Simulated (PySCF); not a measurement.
Compound: BrH5OSi2.
SMILES with atom numbers: `[SiH3:1][O:2][SiH2:3][Br:4]`

A calculation gives these core lines: O 1s: 538.28 eV; Si 1s: 1847.77 (area 1), 1848.40 (area 1) eV; Si 2p3/2: 107.85 (area 1), 108.37 (area 1) eV.

Method: PySCF 2.14.0, delta-SCF UKS SCAN, pcX-2 on the ionised atom, pcseg-1 elsewhere, spin-free X2C. The structure is a single PBE0-D3(BJ)/def2-SVP conformer in the gas phase; no vibrational or solvent corrections.

(1) Which silicon gives which Si 1s line?

(2) Which silicon gives which Si 2p3/2 line?

## Answers

(1) 1847.77 eV: Si1 (oxygen-bound silicon); 1848.40 eV: Si3 (oxygen-bound silicon). Lowest listed Si 1s: Si1, bonded to O and 3 H. Highest, 0.63 eV above it: Si3, bonded to O, Br and 2 H. Summing the Pauling electronegativity differences to the bonded atoms, each weighted by its formal bond order, gives +2.44 for the lowest site and +3.20 for the highest.

(2) 107.85 eV: Si1 (oxygen-bound silicon); 108.37 eV: Si3 (oxygen-bound silicon). Lowest listed Si 2p3/2: Si1, bonded to O and 3 H. Highest, 0.52 eV above it: Si3, bonded to O, Br and 2 H.

Bonded neighbours of each site: Si1: O and 3 H; O2: 2 Si; Si3: O, Br and 2 H.

Q: Express the binding energy of Si 1s of Si3 in atomic units and per mole.

A: 1848.40 eV = 67.9274 Eh = 178343 kJ/mol.

2p3/2 and 2p1/2 are the ΔSCF energy of one spin-free 2p hole plus the eigenvalues of a spin–orbit and ligand-field matrix of the shell. 2p1/2 minus 2p3/2 (ligand field included): Si 0.63 eV. No level of bromine is listed.

Shape of the structure used: `[SiH3:1][O:2][SiH2:3][Br:4]`: Si1–O2–Si3–Br4 -4°.
